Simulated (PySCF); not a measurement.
## 31P chemical shifts

PySCF 2.14.0 with density-fitted response routines calculation with shieldings: GIAO PBE0/pcSseg-1 and structure optimised with GFN2-xTB; isolated molecule, non-relativistic Hamiltonian, one computed conformer, averaged over atoms made equivalent by symmetry, fast rotation or ring inversion.

Shieldings were converted by a linear fit to measured shifts: 31P: δ = 270.09 − 0.828σ (rms 18.1 ppm, 64 shifts vs H3PO4, solution or neat liquid). Occasional misses reach two or three times the rms, and more in compound classes unlike the fitted ones.

(1) Give the 31P shifts of `C=PCCP`, `PCP1CC1`, `CC[P@](=O)(O)C(F)(F)C(F)(F)F`, `CC(C)=PP`, `CC#CPc1cccc(F)c1`.

(2) Match the shifts 241.0, 22.4, -67.5 ppm to `CCC1=C([SiH3])C[P@H](=O)C1`, `C=C/C=P\c1cccc(F)c1`, `Cc1[pH]c2ccccc2c1F`.

Results:

(1) 
```json
{"compound": "[CH2:1]=[P:2][CH2:3][CH2:4][PH2:5]", "environment": "P2: phosphorus bonded to 2 C", "δ (ppm)": "301.1"}
{"compound": "[CH2:1]=[P:2][CH2:3][CH2:4][PH2:5]", "environment": "P5: phosphorus bonded to C, 2 H", "δ (ppm)": "-131.8"}
{"compound": "[PH2:1][CH2:2][P:3]1[CH2:4][CH2:5]1", "environment": "P1: phosphorus bonded to C, 2 H", "δ (ppm)": "-163.7"}
{"compound": "[PH2:1][CH2:2][P:3]1[CH2:4][CH2:5]1", "environment": "P3: phosphorus bonded to 3 C, in a 3-membered ring", "δ (ppm)": "-214.9"}
{"compound": "CC[P@](=O)(O)C(F)(F)C(F)(F)F", "environment": "phosphorus bonded to 2 C, 2 O", "δ (ppm)": "31.6"}
{"compound": "[CH3:1][C:2]([CH3:3])=[P:4][PH2:5]", "environment": "P4: phosphorus bonded to C, P", "δ (ppm)": "202.4"}
{"compound": "[CH3:1][C:2]([CH3:3])=[P:4][PH2:5]", "environment": "P5: phosphorus bonded to P, 2 H", "δ (ppm)": "-168.6"}
{"compound": "CC#CPc1cccc(F)c1", "environment": "phosphorus bonded to 2 C, H", "δ (ppm)": "-80.3"}
```

(2) 241.0: C=C/C=P\c1cccc(F)c1 (phosphorus bonded to 2 C); 22.4: CCC1=C([SiH3])C[P@H](=O)C1 (phosphorus bonded to 2 C, O, H, in a 5-membered ring); -67.5: Cc1[pH]c2ccccc2c1F (ring phosphorus).
